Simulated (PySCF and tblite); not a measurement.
Results of a calculation; reference values are marked as such.
System: C₇H₁₅N, numbered as in [CH3:1][C:2]1([CH3:3])[CH2:4][CH2:5][CH2:6][CH2:7][NH:8]1.

For the pyramidal inversion at N8: electronic barrier 4.41 kcal/mol, zero-point change -1.14 kcal/mol, thermal and entropy terms at 400 K a further -0.03 kcal/mol (symmetry numbers apart). The minimum is C1, the saddle C1. Level: CAM-B3LYP/pcSseg-1 + D3(BJ), IEF-PCM benzene on GFN2-xTB stationary points, with GFN2-xTB thermal terms. Rates follow Eyring's equation with the number of equivalent paths and no tunnelling. (PySCF 2.14 with density fitting, tblite 0.8.)

How many equivalent paths lead out of the minimum?

1: the symmetry number of the minimum is 1, that of the saddle displaced along its mode 1.

Work out the rate at 400 K.

ΔG‡ = 3.24 kcal/mol; k_B T/h = 8.3×10¹² s⁻¹; exp(−ΔG‡/RT) = 0.017; times 1 gives k = 1.4×10¹¹ s⁻¹. Wigner's tunnelling factor for the 639i cm⁻¹ mode would be 1.22.
